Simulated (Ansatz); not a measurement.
Start from `C=C=[C](C)[GaH2]` and change one atom or group to get `C=C=C(C)BCl`.

Ansatz, PBE0-D4/def2-TZVP geometries, multiplicity 1. Each molecule was computed in one conformer, which needn't be the lowest.

Scalar relativity is left out up to krypton.

```
                                        property  `C=C=[C](C)[GaH2]`
         HOMO–LUMO gap (ωB97M-V/def2-TZVPP) / eV                9.22
size of the dipole moment (B3LYP/def2-TZVPP) / D                0.64
              LUMO energy (PBE0/def2-TZVPP) / eV               -1.60
             LUMO energy (B3LYP/def2-TZVPP) / eV               -1.87
           HOMO energy (ωB97M-V/def2-TZVPP) / eV               -9.11
            HOMO–LUMO gap (PBE0/def2-TZVPP) / eV                5.38
```

**Question.** What does the change do to each property? (Estimate.)

**Answer.** Ansatz gave: 
```csv
property,`C=C=C(C)BCl`,shift
HOMO–LUMO gap (ωB97M-V/def2-TZVPP) / eV,10.28,1.06
size of the dipole moment (B3LYP/def2-TZVPP) / D,1.92,1.28
LUMO energy (PBE0/def2-TZVPP) / eV,-1.74,-0.14
LUMO energy (B3LYP/def2-TZVPP) / eV,-1.91,-0.04
HOMO energy (ωB97M-V/def2-TZVPP) / eV,-9.99,-0.88
HOMO–LUMO gap (PBE0/def2-TZVPP) / eV,6.11,0.73
```

With PBE0 the HOMO falls by 0.86 eV and the LUMO falls by 0.14 eV, so the gap widens by about 0.72 eV. PBE moves the HOMO by -0.73 eV and ωB97M-V by -0.88 eV. Dipoles are sizes alone; their direction can turn.

Positive LUMOs are unbound, so they and the gaps depend on the basis.

B3LYP here is the variant with VWN-RPA as its local correlation; programs differ in this.
